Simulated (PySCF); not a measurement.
Vertical excitations of a molecule C3H6NO, multiplicity 2 from TDA-PBE/def2-SVPD in PySCF, as energy in eV (oscillator strength): 1.05 (0.001), 2.22 (0.012), 4.00 (0.008), 4.73 (0.007), 4.79 (0.000), 5.21 (0.000), 5.28 (0.002), 5.62 (0.008), 5.80 (0.057), 5.96 (0.058). Geometry optimised at B3LYP-D3(BJ)/def2-SVP. Other conformers were not sampled.

Problem. Pick the molecule that these values belong to.
A. [CH2]N(C)C=O
B. CN(C)[C]=O
C. C[N]C(C)=O

Solution. C, C[N]C(C)=O
